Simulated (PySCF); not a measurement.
Vertical excitations of a molecule CH₆ClNOSi₂ from TDA-PBE/def2-SVPD in PySCF, as energy in eV (oscillator strength): 4.62 (0.002), 4.75 (0.001), 5.05 (0.004), 5.42 (0.017), 5.65 (0.005), 5.74 (0.080), 5.93 (0.083), 6.01 (0.011), 6.45 (0.009), 6.53 (0.032). Lowest triplet (TDA): 4.35 eV. Geometry: PBE0-D3(BJ)/def2-SVP. Other conformers were not sampled.

### Question
Identify the compound among the candidates.
(A) O[Si@@H](Cl)/C=N/[SiH3]
(B) O[Si@@]1(Cl)CN[SiH2]1
(C) N[C@@H]1[SiH2]O[Si@@H]1Cl
(D) N[Si@@H]1CO[Si@@H]1Cl

### Answer
B, O[Si@@]1(Cl)CN[SiH2]1
